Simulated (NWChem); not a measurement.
Species: CH$_{3}$FO$_{3}$Si; SMILES C(=O)([Si@@H](F)O)O

Results from NWChem. Pople sets run with spherical d functions. Coordinates come from a B3LYP/6-31G* (spherical d) optimisation. Level: B3LYP/6-31G* with SMD, gas-phase geometry; reactions with the solvents are ignored. One conformer.

| SMD term (kcal/mol) | water | toluene |
|---|---|---|
| distortion of the solute's density | 1.35 | 0.09 |
| polarisation | -13.00 | -2.68 |
| cavity, dispersion and structure | 4.70 | -1.21 |

**Question.** Sum the solvation free energies, find the transfer free energy from water to toluene and the partition coefficient at 298.15 K.

**Answer.** 
1. ΔG(solv, water) = -6.95 kcal/mol and ΔG(solv, toluene) = -3.80 kcal/mol (1 M gas to 1 M solution).
2. Transfer: -3.80 − (-6.95) = 3.15 kcal/mol.
3. log₁₀ K(toluene/water) = −ΔG/(RT ln 10) = -3.15/1.364 = -2.3, so the model puts more of the solute in water.
4. Of the transfer energy, 9.06 kcal/mol is electrostatic and -5.91 comes from the non-electrostatic term. The two phases are taken as the pure solvents.
